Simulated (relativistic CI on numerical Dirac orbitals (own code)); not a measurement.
**Hyperfine structure of Sc19+, mass number 45**

Method of calculation: Dirac-Coulomb-Breit CI, separate exchange-only KLI orbitals for each configuration, a model potential for QED, unscaled Slater integrals (own radial code, finite nucleus).

Configuration list: 1s2, 1s 2s, 1s 2p, 1s 3s, 1s 3p, 1s 3d, 1s 4s, 1s 4p, 1s 4d, 1s 4f, 1s 5s, 1s 5p, 1s 5d, 1s 5f, 1s 5g, 1s 6s, 1s 6p, 1s 6d. Levels of other configurations are missing.

Nuclear spin I = 7/2, μ = 4.754 μN, Q = -0.22 b (tables of Stone and Pyykkö). The electronic factors are computed for point nuclear moments, without core polarisation or the Bohr-Weisskopf and QED corrections.

| Level | E (eV) | A (GHz) | B (GHz) |
| --- | --- | --- | --- |
| 1s 2s 3S_1 | 4269.76 | 1840 | 3.45e-05 |
| 1s 2p 3P°_1 | 4293.36 | 1269 | 3.36 |
| 1s 2p 3P°_2 | 4298.89 | 841.5 | -7.34 |
| 1s 2p 1P°_1 | 4314.57 | -352.7 | -6.9 |
| 1s 3s 3S_1 | 5056.04 | 1707 | 2.24e-05 |
| 1s 3p 3P°_1 | 5062.58 | 1253 | 0.994 |
| 1s 3p 3P°_2 | 5064.22 | 830.8 | -2.2 |
| 1s 3d 3D_2 | 5067.59 | 810.2 | -0.385 |

Levels with J = 0, under 50 % of one LS term, or S terms without an open s electron are left out. Small factors come from cancelling terms and can be off by tens of per cent or more.

At this charge energies of transitions that change n are usually good to better than 1 %, and those within a shell (Δn = 0) to a few per cent.

(1) Give the hyperfine levels of 1s 2s 3S_1 relative to its centre of gravity.

## Answers

(1) With K = F(F + 1) − I(I + 1) − J(J + 1), E = AK/2 + B[¾K(K + 1) − I(I + 1)J(J + 1)]/[2I(2I − 1)J(2J − 1)]: F = 5/2: -8280, F = 7/2: -1840, F = 9/2: 6440 GHz.

LS names give the leading component of a level, which can be under half, so a name can repeat, a term be missing and a line seem to break the LS rules.
